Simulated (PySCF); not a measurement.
## Polarisability and C₆ of Xe (xenon, neutral)

[Xe], closed-shell 1S. All numbers are calculated (PySCF 2.14, a scalar-relativistic core potential, in def2-TZVPPD with the def2 core potential (28 electrons) (7s6p4d2f, 59 functions)). Coupled (time-dependent) response in atomic units; α is the mean over directions.

```tsv
method	mean α (bohr³)	C₆ (like pair)	S(−4)
UHF	26.79	282.9	120.3
PBE	28.97	310.0	152.6
PBE0	27.89	296.3	136.4
r2SCANh	27.75	302.8	126.7
B97-3	27.88	296.1	136.1
```

S(−4) is the Cauchy moment in α(ω) = α(0) + S(−4) ω² + …

Reference α: 27.32 ± 0.2 bohr³ (recommended; Schwerdtfeger and Nagle, table of static dipole polarizabilities (2023 update)). Published C₆: 302.0 (Gould and Bucko (2016)).

α(iu) at r2SCANh:

```tsv
u (hartree)	α(iu) (bohr³)
0	27.75
0.0500	27.44
0.100	26.56
0.200	23.62
0.300	20.14
0.500	14.14
0.750	9.350
1.00	6.556
1.50	3.752
2.00	2.477
3.00	1.372
5.00	0.6393
```

A single London oscillator, α(iu) = α/(1 + u²/ω²), gives C₆ = (3/4) ω α². Matching the computed C₆ needs ω = 4 × 302.8 / (3 × 27.75²) = 0.524 hartree.

Energies and moments cover only the electrons outside the core potential.
